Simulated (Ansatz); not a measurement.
Breaking a bond: HO₄Re, SMILES [OH][Re](=[O])(=[O])=[O]. The Re1–O6 bond (Re1 also carries O, O, O; O6 carries nothing else) is varied alone, starting from the PBE0/def2-TZVP, def2 effective core potentials past Kr optimised geometry.

Levels of theory: UKS-PBE0 = unrestricted PBE0/def2-TZVP, def2 effective core potentials past Kr (Ansatz, a quantum-chemistry and plane-wave program); RKS-PBE0 = restricted PBE0/def2-TZVP, def2 effective core potentials past Kr in Ansatz; UKS-B3LYP = unrestricted B3LYP/def2-TZVP, def2 effective core potentials past Kr (Ansatz); RKS-B3LYP = restricted B3LYP/def2-TZVP, def2 effective core potentials past Kr run with Ansatz; UKS-PBE = unrestricted PBE/def2-TZVP, def2 effective core potentials past Kr in Ansatz; RKS-PBE = restricted PBE/def2-TZVP, def2 effective core potentials past Kr (Ansatz).

Scanned distances (Å): 1.40, 1.49, 1.59, 1.66, 1.69, 1.74, 1.81, 1.93, 2.06, 2.21, 2.48, 2.77, 3.11, 3.57, 4.16, 4.93.

**Question.** Where does the unrestricted solution first break spin symmetry (<S²> of 0.01 or more)?

**Answer.** UKS-PBE0: between 2.06 and 2.21 Å; UKS-B3LYP: between 2.21 and 2.48 Å; UKS-PBE: between 2.21 and 2.48 Å.

```json
[
 {"R / Å": "1.40", "<S²> UKS-PBE0": "0.00", "E(RKS-PBE0) − E(UKS-PBE0) / kJ/mol": "0.0", "<S²> UKS-B3LYP": "0.00", "E(RKS-B3LYP) − E(UKS-B3LYP) / kJ/mol": "0.0", "<S²> UKS-PBE": "0.00", "E(RKS-PBE) − E(UKS-PBE) / kJ/mol": "0.0"},
 {"R / Å": "1.49", "<S²> UKS-PBE0": "0.00", "E(RKS-PBE0) − E(UKS-PBE0) / kJ/mol": "0.0", "<S²> UKS-B3LYP": "0.00", "E(RKS-B3LYP) − E(UKS-B3LYP) / kJ/mol": "0.0", "<S²> UKS-PBE": "0.00", "E(RKS-PBE) − E(UKS-PBE) / kJ/mol": "0.0"},
 {"R / Å": "1.59", "<S²> UKS-PBE0": "0.00", "E(RKS-PBE0) − E(UKS-PBE0) / kJ/mol": "0.0", "<S²> UKS-B3LYP": "0.00", "E(RKS-B3LYP) − E(UKS-B3LYP) / kJ/mol": "0.0", "<S²> UKS-PBE": "0.00", "E(RKS-PBE) − E(UKS-PBE) / kJ/mol": "0.0"},
 {"R / Å": "1.66", "<S²> UKS-PBE0": "0.00", "E(RKS-PBE0) − E(UKS-PBE0) / kJ/mol": "0.0", "<S²> UKS-B3LYP": "0.00", "E(RKS-B3LYP) − E(UKS-B3LYP) / kJ/mol": "0.0", "<S²> UKS-PBE": "0.00", "E(RKS-PBE) − E(UKS-PBE) / kJ/mol": "0.0"},
 {"R / Å": "1.69", "<S²> UKS-PBE0": "0.00", "E(RKS-PBE0) − E(UKS-PBE0) / kJ/mol": "0.0", "<S²> UKS-B3LYP": "0.00", "E(RKS-B3LYP) − E(UKS-B3LYP) / kJ/mol": "0.0", "<S²> UKS-PBE": "0.00", "E(RKS-PBE) − E(UKS-PBE) / kJ/mol": "0.0"},
 {"R / Å": "1.74", "<S²> UKS-PBE0": "0.00", "E(RKS-PBE0) − E(UKS-PBE0) / kJ/mol": "0.0", "<S²> UKS-B3LYP": "0.00", "E(RKS-B3LYP) − E(UKS-B3LYP) / kJ/mol": "0.0", "<S²> UKS-PBE": "0.00", "E(RKS-PBE) − E(UKS-PBE) / kJ/mol": "0.0"},
 {"R / Å": "1.81", "<S²> UKS-PBE0": "0.00", "E(RKS-PBE0) − E(UKS-PBE0) / kJ/mol": "0.0", "<S²> UKS-B3LYP": "0.00", "E(RKS-B3LYP) − E(UKS-B3LYP) / kJ/mol": "0.0", "<S²> UKS-PBE": "0.00", "E(RKS-PBE) − E(UKS-PBE) / kJ/mol": "0.0"},
 {"R / Å": "1.93", "<S²> UKS-PBE0": "0.00", "E(RKS-PBE0) − E(UKS-PBE0) / kJ/mol": "0.0", "<S²> UKS-B3LYP": "0.00", "E(RKS-B3LYP) − E(UKS-B3LYP) / kJ/mol": "0.0", "<S²> UKS-PBE": "0.00", "E(RKS-PBE) − E(UKS-PBE) / kJ/mol": "0.0"},
 {"R / Å": "2.06", "<S²> UKS-PBE0": "0.00", "E(RKS-PBE0) − E(UKS-PBE0) / kJ/mol": "0.0", "<S²> UKS-B3LYP": "0.00", "E(RKS-B3LYP) − E(UKS-B3LYP) / kJ/mol": "0.0", "<S²> UKS-PBE": "0.00", "E(RKS-PBE) − E(UKS-PBE) / kJ/mol": "0.0"},
 {"R / Å": "2.21", "<S²> UKS-PBE0": "0.23", "E(RKS-PBE0) − E(UKS-PBE0) / kJ/mol": "1.1", "<S²> UKS-B3LYP": "0.00", "E(RKS-B3LYP) − E(UKS-B3LYP) / kJ/mol": "0.0", "<S²> UKS-PBE": "0.00", "E(RKS-PBE) − E(UKS-PBE) / kJ/mol": "0.0"},
 {"R / Å": "2.48", "<S²> UKS-PBE0": "0.92", "E(RKS-PBE0) − E(UKS-PBE0) / kJ/mol": "43.0", "<S²> UKS-B3LYP": "0.79", "E(RKS-B3LYP) − E(UKS-B3LYP) / kJ/mol": "24.8", "<S²> UKS-PBE": "0.11", "E(RKS-PBE) − E(UKS-PBE) / kJ/mol": "0.3"},
 {"R / Å": "2.77", "<S²> UKS-PBE0": "1.32", "E(RKS-PBE0) − E(UKS-PBE0) / kJ/mol": "95.2", "<S²> UKS-B3LYP": "1.19", "E(RKS-B3LYP) − E(UKS-B3LYP) / kJ/mol": "68.3", "<S²> UKS-PBE": "0.73", "E(RKS-PBE) − E(UKS-PBE) / kJ/mol": "15.7"},
 {"R / Å": "3.11", "<S²> UKS-PBE0": "1.67", "E(RKS-PBE0) − E(UKS-PBE0) / kJ/mol": "138.9", "<S²> UKS-B3LYP": "1.56", "E(RKS-B3LYP) − E(UKS-B3LYP) / kJ/mol": "106.8", "<S²> UKS-PBE": "1.15", "E(RKS-PBE) − E(UKS-PBE) / kJ/mol": "51.9"},
 {"R / Å": "3.57", "<S²> UKS-PBE0": "1.09", "E(RKS-PBE0) − E(UKS-PBE0) / kJ/mol": "158.6", "<S²> UKS-B3LYP": "1.04", "E(RKS-B3LYP) − E(UKS-B3LYP) / kJ/mol": "138.3", "<S²> UKS-PBE": "1.54", "E(RKS-PBE) − E(UKS-PBE) / kJ/mol": "102.2"},
 {"R / Å": "4.16", "<S²> UKS-PBE0": "1.06", "E(RKS-PBE0) − E(UKS-PBE0) / kJ/mol": "182.4", "<S²> UKS-B3LYP": "1.02", "E(RKS-B3LYP) − E(UKS-B3LYP) / kJ/mol": "160.2", "<S²> UKS-PBE": "1.74", "E(RKS-PBE) − E(UKS-PBE) / kJ/mol": "140.6"},
 {"R / Å": "4.93", "<S²> UKS-PBE0": "1.05", "E(RKS-PBE0) − E(UKS-PBE0) / kJ/mol": "197.3", "<S²> UKS-B3LYP": "1.01", "E(RKS-B3LYP) − E(UKS-B3LYP) / kJ/mol": "173.1", "<S²> UKS-PBE": "1.81", "E(RKS-PBE) − E(UKS-PBE) / kJ/mol": "161.3"}
]
```
